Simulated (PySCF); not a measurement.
**Electron correlation in Hg (mercury, neutral)**

[Xe] 4f14 5d10 6s2, closed-shell 1S. Calculation: PySCF 2.14, in def2-TZVPPD with the def2 core potential (60 electrons) (6s6p3d2f1g, 62 functions); scalar relativity through the core potential. Frozen: nothing; 20 electrons correlated.

```tsv
level	correlation energy (mhartree)
CCSD	-609.95
(T)	-20.61
CCSD(T)	-630.56
```

Diagnostics: T1 = 0.014, D1 = 0.0526, largest double amplitude 0.033.

Cost of the coupled-cluster step: about 10 core-seconds, for 20 correlated electrons.

Iterations:

```
CC2 = 0
CCSD nocc = 10, nmo = 62
frozen orbitals []
max_cycle = 100
direct = 0
conv_tol = 1e-08
conv_tol_normt = 1e-06
diis_space = 8
diis_start_cycle = 0
Init t2, MP2 energy = -153.208956955022  E_corr(MP2) -0.654629067206627
Init E_corr(CCSD) = -0.654629067222331
cycle = 1  E_corr(CCSD) = -0.588688420553552  dE = 0.0659406467  norm(t1,t2) = 0.0620082
cycle = 2  E_corr(CCSD) = -0.611921070185157  dE = -0.0232326496  norm(t1,t2) = 0.017695
cycle = 3  E_corr(CCSD) = -0.608751632366331  dE = 0.00316943782  norm(t1,t2) = 0.00753665
cycle = 4  E_corr(CCSD) = -0.609880205819073  dE = -0.00112857345  norm(t1,t2) = 0.00280789
cycle = 5  E_corr(CCSD) = -0.609991694435629  dE = -0.000111488617  norm(t1,t2) = 0.000293427
cycle = 6  E_corr(CCSD) = -0.609957274916653  dE = 3.4419519e-05  norm(t1,t2) = 7.25616e-05
cycle = 7  E_corr(CCSD) = -0.609952276028843  dE = 4.99888781e-06  norm(t1,t2) = 1.03282e-05
cycle = 8  E_corr(CCSD) = -0.609953403157952  dE = -1.12712911e-06  norm(t1,t2) = 2.19207e-06
cycle = 9  E_corr(CCSD) = -0.609953347205934  dE = 5.5952018e-08  norm(t1,t2) = 4.83529e-07
cycle = 10  E_corr(CCSD) = -0.609953286879475  dE = 6.03264587e-08  norm(t1,t2) = 1.36959e-07
cycle = 11  E_corr(CCSD) = -0.609953282294848  dE = 4.58462746e-09  norm(t1,t2) = 3.54746e-08
CCSD converged
E(CCSD) = -153.1642811701101  E_corr = -0.609953282294848
CCSD(T) correction = -0.0206124678742883
```

The basis has no tight functions for the innermost shells, so their pair energies are far from complete.

This basis was not built for core-valence correlation, so the inner-shell part is incomplete.
